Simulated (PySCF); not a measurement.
Ag(NH3)2 (AgH6N2), SMILES [NH3]->[Ag+]<-[NH3], charge +1, multiplicity 1. Geometry optimised at PBE-D3(BJ)/def2-SVP. The multiplicity is an assumed one; other spin states were not compared. The isomer is the one that the SMILES or the coordinates give; other isomers of the formula were not compared. The def2 effective core potentials stand for the cores of Ag; spin–orbit coupling is left out.

Computed equilibrium geometry at PBE-D3(BJ)/def2-SVP (PySCF confirms it by a frequency run) as bond lengths and angles, and its point group:
point group D3.
Atoms: Ag1 N2 H3 H4 H5 N6 H7 H8 H9. Bonded distances (Å): Ag1–N2 2.134, Ag1–N6 2.134, N2–H3 1.031, N2–H4 1.031, N2–H5 1.031, N6–H7 1.031, N6–H8 1.031, N6–H9 1.031. Bond angles (°): N2–Ag1–N6 180.0, Ag1–N2–H3 112.4, Ag1–N2–H4 112.4, Ag1–N2–H5 112.4, H3–N2–H4 106.4, H3–N2–H5 106.4, H4–N2–H5 106.4, Ag1–N6–H7 112.4, Ag1–N6–H8 112.4, Ag1–N6–H9 112.4, H7–N6–H8 106.4, H7–N6–H9 106.4, H8–N6–H9 106.4.
Charge +1, spin multiplicity 1.
